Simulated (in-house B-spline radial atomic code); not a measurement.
Inner-shell binding energies (edges) and X-ray emission energies of free atoms and ions, as differences of relaxed hole-state energies with first-order Breit, QED and recoil terms, without correlation or multiplet splittings, in NIST's listed ground configurations. For neutral atoms such line energies lie within some 1 to 5 eV of tabulated X-ray lines (up to 20 eV for the heaviest). Removing outer electrons raises all edges nearly alike, so lines move far less than edges. K = 1s, L1 = 2s, M5 = 3d5/2. A dash marks a subshell that is part filled or wasn't run, or a line left out. Computed with a B-spline radial code for spherical atoms: Dirac-Hartree-Fock, average of the configuration, finite nuclei.

```tsv
ion	configuration	K edge (eV)	L1 edge (eV)	M5 edge (eV)
Xe	[Kr] 4d10 5s2 5p6	34563.4	5458.86	676.48
Xe+	[Kr] 4d10 5s2 5p5	34574.6	5469.91	687.46
Xe2+	[Kr] 4d10 5s2 5p4	?	?	?
Xe3+	[Kr] 4d10 5s2 5p3	34600.3	5495.32	712.66
Xe4+	[Kr] 4d10 5s2 5p2	?	?	?
Xe5+	[Kr] 4d10 5s2 5p1	34630	5524.55	741.54
Xe6+	[Kr] 4d10 5s2	34646.2	5540.45	757.21
```

(1) Fill in the row of Xe2+.

(2) Fill in the row of Xe4+.

Results:

(1) K edge (eV): 34586.9; L1 edge (eV): 5482.1; M5 edge (eV): 699.56.

(2) K edge (eV): 34614.7; L1 edge (eV): 5509.49; M5 edge (eV): 726.67.
